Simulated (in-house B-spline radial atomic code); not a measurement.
Configurations of Ho⁵⁺, with energies counted from [Kr] 4d10 4f9 5s2 5p5. All numbers are computed (Dirac-Hartree-Fock, average of configuration; Fermi nucleus of rms radius 5.2022 fm) with a B-spline radial code for spherical atoms, not measured. Energies include first-order Breit, QED and recoil terms.

Occupations are held fixed; configurations that lie above the ionisation limit could autoionise.

```
            configuration  E - E(ref) (eV)  highest orbital  its <r> (bohr)
[Kr] 4d10 4f9 5s2 5p4 5d1           34.926            5d5/2           1.796
[Kr] 4d10 4f8 5s2 5p5 7d1           61.758            7d5/2           6.032
[Kr] 4d10 4f8 5s2 5p5 8s1           62.805            8s1/2           6.841
[Kr] 4d10 4f8 5s2 5p5 8g1           73.128            8g7/2           14.15
[Kr] 4d10 4f9 5s2 5p4 8s1           74.228            8s1/2           6.879
[Kr] 4d10 4f9 5s2 5p4 8d1           79.003            8d5/2           8.903
[Kr] 4d10 4f9 5s2 5p4 9g1            86.07            9g7/2           18.39
    [Kr] 4d9 4f10 5s2 5p5           168.11            4f7/2            0.72
```

Task: Order these further configurations by energy, lowest first.
A. [Kr] 4d9 4f9 5s2 5p5 8s1
B. [Kr] 4d10 4f8 5s2 5p5 8d1
C. [Kr] 4d10 4f9 5s2 5p4 6d1
D. [Kr] 4d10 4f9 5s2 5p4 6s1
E. [Kr] 4d10 4f8 5s2 5p5 9g1

Result: D (43.596 eV), C (62.369 eV), B (67.601 eV), E (74.75 eV), A (231.46 eV).

Task: How far above the reference does [Kr] 4d10 4f9 5s2 5p4 7d1 lie?

Result: 73.228 eV; its least bound orbital is 7d5/2 with <r> = 6.08 bohr.

Task: How far above the reference does [Kr] 4d9 4f9 5s2 5p5 7s1 lie?

Result: 221.66 eV; its least bound orbital is 7s1/2 with <r> = 4.466 bohr.

Task: How far above the reference does [Kr] 4d10 4f8 5s2 5p5 6s1 lie?

Result: 31.738 eV; its least bound orbital is 6s1/2 with <r> = 2.58 bohr.
